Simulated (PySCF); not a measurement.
Deuteron quadrupole couplings in `CC(C)(C)C1=C[P@@H+]1C[SiH3]`

Species: C7H16PSi (charge +1).
Geometry (GFN2-xTB, Å), atoms numbered from 1 in this order:
```
atom  x, y, z in Å
C1    -2.4242    1.5021    0.5652
C2    -1.6901    0.1630    0.4561
C3    -1.9568   -0.5087   -0.8968
C4    -2.0888   -0.7832    1.5942
C5    -0.2468    0.4193    0.5608
C6     0.7821    1.2585    0.6749
P7     1.3441   -0.4287    0.5526
C8     2.3167   -0.9031   -0.8889
Si9    4.1045   -0.1102   -0.8603
H10   -2.1234    2.1742   -0.2344
H11   -2.2148    1.9782    1.5195
H12   -3.4951    1.3350    0.4914
H13   -1.3970   -1.4398   -0.9797
H14   -3.0151   -0.7360   -0.9872
H15   -1.6750    0.1466   -1.7176
H16   -1.9118   -0.3206    2.5621
H17   -1.5188   -1.7101    1.5381
H18   -3.1449   -1.0247    1.5167
H19    1.0221    2.2963    0.7642
H20    1.8520   -0.8748    1.7570
H21    2.3758   -1.9923   -0.9108
H22    1.7581   -0.5829   -1.7704
H23    3.8727    1.3320   -0.9349
H24    4.7883   -0.6725   -2.0149
H25    4.6753   -0.4936    0.4308
```

Level: PBE0/pcSseg-1 (PySCF, non-relativistic); Q(2H) = 0.00286 b; rigid geometry, the same for H and D, with no vibrational averaging.

Question: Rank these positions by the coupling χzz of a deuteron there, largest first.
A. H10 (methyl hydrogen)
B. H22 (methylene hydrogen)
C. H23 (Si–H hydrogen)
D. H19 (vinylic hydrogen)
E. H20 (P–H hydrogen)

Answer: D (233 kHz), A (210 kHz), B (205 kHz), E (133 kHz), C (107 kHz).

Q: Tabulate Vzz, the asymmetry η and χzz = 234.96 MHz × Q × Vzz for every hydrogen position.

A: 
| atom | bonded to | bond length (Å) | Vzz (au) | η | χzz (kHz) |
| --- | --- | --- | --- | --- | --- |
| H10 | C1 | 1.087 | 0.3118 | 0.03 | 210 |
| H11 | C1 | 1.087 | 0.3117 | 0.03 | 209 |
| H12 | C1 | 1.086 | 0.3124 | 0.03 | 210 |
| H13 | C3 | 1.090 | 0.3093 | 0.03 | 208 |
| H14 | C3 | 1.086 | 0.3125 | 0.03 | 210 |
| H15 | C3 | 1.087 | 0.3109 | 0.03 | 209 |
| H16 | C4 | 1.087 | 0.3105 | 0.03 | 209 |
| H17 | C4 | 1.090 | 0.3093 | 0.03 | 208 |
| H18 | C4 | 1.086 | 0.3126 | 0.03 | 210 |
| H19 | C6 | 1.069 | 0.3464 | 0.01 | 233 |
| H20 | P7 | 1.381 | 0.1983 | 0.08 | 133 |
| H21 | C8 | 1.091 | 0.3058 | 0.06 | 206 |
| H22 | C8 | 1.092 | 0.3049 | 0.06 | 205 |
| H23 | Si9 | 1.463 | 0.1588 | 0.04 | 107 |
| H24 | Si9 | 1.455 | 0.1633 | 0.02 | 110 |
| H25 | Si9 | 1.463 | 0.1576 | 0.05 | 106 |

Q: Average by the element that carries the hydrogen.

A: on C: 210 kHz over 12 positions, mean bond length 1.086 Å; on P: 133 kHz over 1 position, mean bond length 1.381 Å; on Si: 107 kHz over 3 positions, mean bond length 1.460 Å.

Q: How does χzz go with the bond length over the 12 C–H bonds?

A: A straight-line fit has a slope of -12.3 kHz for each 0.01 Å, with a correlation coefficient of -0.99, over lengths from 1.069 to 1.092 Å. The longer bonds have the smaller couplings here.

Q: A static deuteron (I = 1) shows a doublet split by (3/2)χ, (3/4)χ(1 + η) and (3/4)χ(1 − η) with the field along z, y and x of the gradient. What are these for H10?

A: With |χ| = 209.5 kHz and η = 0.029: 314, 162 and 153 kHz, to first order and without motion.

One conformer (not necessarily the lowest) at the GFN2-xTB geometry, without solvent, vibrations or thermal averaging. GFN2-xTB bond lengths can be off by several hundredths of an ångström, more for odd bonds, and the gradients follow them. The basis is small and wasn't made for field gradients, so the couplings can be 20 % off.

These values come from a run that also computed NMR shieldings. The run took 60 s of wall time on one thread, Arm Neoverse V1 (aarch64), on a shared host, and the process peaked at 1.2 GiB of memory.
